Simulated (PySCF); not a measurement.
Ta⁵⁵⁺: ionisation energy

Ta⁵⁵⁺ [Ar] (1S) → Ta⁵⁶⁺ [Ne] 3s2 3p5 (2P), as a difference of total energies. Computed with PySCF 2.14 in an uncontracted even-tempered set (17 s from 14 bohr⁻², ratio 2.5; 12 p from 18 bohr⁻², ratio 2.5; 4 d from 76 bohr⁻², ratio 2.7; 4 f from 110 bohr⁻², ratio 2.7), with scalar relativity by spin-free X2C-1e. Correlated levels: outer shells: 1s2 frozen; virtual orbitals above 40 to 60 times the deepest correlated orbital energy dropped. The calculations carry no spin-orbit coupling.

```
                method  ionisation energy (eV)
                   UHF                  5641.8
    MP2 (outer shells)                  5642.9
SCS-MP2 (outer shells)                  5642.8
   CCSD (outer shells)                  5642.9
CCSD(T) (outer shells)                  5642.9
```

A first-order spin-orbit estimate (lowest level to lowest level, LS coupling) adds -100.7 eV.

Breit and QED terms and the two-electron picture change are absent.

For comparison: 5537 ± 5 eV (theoretical estimate listed by NIST; NIST Atomic Spectra Database, ionization energies).
